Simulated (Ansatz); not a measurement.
Reaction (formal hydrolysis of a Ge–N bond): `C[NH][GeH]([OH])[Cl]` + H₂O → `[OH][GeH]([OH])[Cl]` + CH₃NH₂

Calculated with Ansatz (gas phase, PBE0-D4/def2-TZVP geometries, no zero-point term in ΔE). CBS: MP2 limit from def2 TZ/QZ plus the TZ coupled-cluster correction, frozen cores. This one scheme is used for every species. DFT in def2-TZVPP. B3LYP here is the variant with VWN-RPA as its local correlation; programs differ in this. For Ge outer-core shells are correlated without core-valence functions, which leaves a few kJ/mol of doubt a bond. Scalar relativity is left out up to krypton. Each species was taken in one conformer, which may not be the lowest.

| level | ΔE (kcal/mol) | difference from CCSD(T)/CBS |
| --- | --- | --- |
| PBE-D4 | -5.6 | -1.4 |
| r2SCAN-D4 | -6.4 | -2.2 |
| PBE0-D4 | -5.3 | -1.1 |
| B3LYP-D4 | -5.8 | -1.6 |
| ωB97X-V | -6.2 | -2.0 |
| ωB97M-V | -5.9 | -1.7 |
| B2PLYP | -6.8 | -2.6 |
| PBE | -6.9 | -2.7 |
| r2SCAN | -6.8 | -2.6 |
| PBE0 | -6.5 | -2.3 |
| B3LYP | -7.8 | -3.6 |
| HF/def2-TZVPP | -8.6 | -4.4 |
| MP2/def2-TZVPP | -4.5 | -0.3 |
| SCS-MP2/def2-TZVPP | -5.5 | -1.3 |
| CCSD/def2-TZVPP | -5.4 | -1.2 |
| CCSD(T)/def2-TZVPP | -5.0 | -0.8 |
| HF/def2-QZVPP | -8.7 | -4.5 |
| MP2/def2-QZVPP | -4.1 | 0.1 |
| SCS-MP2/def2-QZVPP | -5.1 | -0.9 |
| HF/CBS(def2) | -8.7 | -4.5 |
| MP2/CBS(def2) | -3.7 | 0.5 |
| CCSD/CBS(def2) | -4.6 | -0.4 |
| CCSD(T)/CBS | -4.2 | 0 |

Largest T1 diagnostic among the species: 0.011.

In def2-TZVPP, CCSD(T) changes the Hartree–Fock value by +3.6 kcal/mol (the triples alone add +0.4 kcal/mol) and MP2 by +4.2 kcal/mol. The D4 term adds +2.1 kcal/mol with B3LYP and +1.2 kcal/mol with PBE0; it sums over pairs of atoms, weighted by their polarisabilities, and B3LYP, whose exchange is more repulsive, gets the larger term.
